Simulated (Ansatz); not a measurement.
Start from `[NH2][Zr]([NH2])([NH2])[OH]` and change one element to get `[NH2][Hf]([NH2])([NH2])[OH]`.

Ansatz, PBE0-D4/def2-TZVP geometries, multiplicity 1. Each molecule was computed in one conformer, which needn't be the lowest.

Elements past krypton have def2 core potentials.

```json
{"property": "HOMO–LUMO gap (B3LYP/def2-TZVPP) / eV", "`[NH2][Zr]([NH2])([NH2])[OH]`": "6.15"}
{"property": "zero-point energy (PBE0-D4/def2-TZVP) / kJ/mol", "`[NH2][Zr]([NH2])([NH2])[OH]`": "224.5"}
{"property": "HOMO–LUMO gap (PBE/def2-TZVPP) / eV", "`[NH2][Zr]([NH2])([NH2])[OH]`": "4.67"}
{"property": "HOMO energy (B3LYP/def2-TZVPP) / eV", "`[NH2][Zr]([NH2])([NH2])[OH]`": "-6.49"}
{"property": "HOMO energy (PBE/def2-TZVPP) / eV", "`[NH2][Zr]([NH2])([NH2])[OH]`": "-5.37"}
{"property": "HOMO energy (PBE0/def2-TZVPP) / eV", "`[NH2][Zr]([NH2])([NH2])[OH]`": "-6.72"}
```

(1) Give the same properties after the change, and the shifts. (Estimate.)

## Answers

(1) Computed: 
| property | `[NH2][Hf]([NH2])([NH2])[OH]` | shift |
| --- | --- | --- |
| HOMO–LUMO gap (B3LYP/def2-TZVPP) / eV | 6.29 | 0.14 |
| zero-point energy (PBE0-D4/def2-TZVP) / kJ/mol | 224.6 | 0.1 |
| HOMO–LUMO gap (PBE/def2-TZVPP) / eV | 4.76 | 0.09 |
| HOMO energy (B3LYP/def2-TZVPP) / eV | -6.46 | 0.03 |
| HOMO energy (PBE/def2-TZVPP) / eV | -5.32 | 0.05 |
| HOMO energy (PBE0/def2-TZVPP) / eV | -6.70 | 0.02 |

Positive LUMOs are unbound, so they and the gaps depend on the basis.

B3LYP here is the variant with VWN-RPA as its local correlation; programs differ in this.
